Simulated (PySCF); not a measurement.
C₂H₇ClOSi, SMILES C[C@@H](O)[SiH2]Cl.

The structure is a stationary point at PBE-D3(BJ)/def2-SVP. The structure was generated by enumeration; whether it is a known compound was not checked. Other conformers were not sampled.

Two levels are set side by side: TDDFT-PBE/def2-SVPD (PySCF) and TDDFT-PBE0/def2-SVPD (PySCF). Vertical, same geometry. The lowest singlet is HOMO→LUMO 100 % with PBE and HOMO→LUMO 98 % with the other functional; states are paired by order. Differences are taken from unrounded values.

```json
[
 {"quantity": "lowest singlet excitation (eV)", "TDDFT-PBE0": "6.32", "TDDFT-PBE": "5.37", "TDDFT-PBE minus TDDFT-PBE0": "-0.95"},
 {"quantity": "lowest triplet excitation (TDA) (eV)", "TDDFT-PBE0": "6.05", "TDDFT-PBE": "5.19", "TDDFT-PBE minus TDDFT-PBE0": "-0.87"},
 {"quantity": "first bright state (f over 0.05) (eV)", "TDDFT-PBE0": "7.70", "TDDFT-PBE": "6.76", "TDDFT-PBE minus TDDFT-PBE0": "-0.95"},
 {"quantity": "its oscillator strength", "TDDFT-PBE0": "0.05", "TDDFT-PBE": "0.07", "TDDFT-PBE minus TDDFT-PBE0": "0.02"}
]
```

A lower first singlet is the usual sign of a functional without exact exchange. Differences between two approximate levels are no errors against the true value.

Rough cost on one machine, each run with all the roots and properties that it gave: TDDFT-PBE0 against TDDFT-PBE about 3 times.
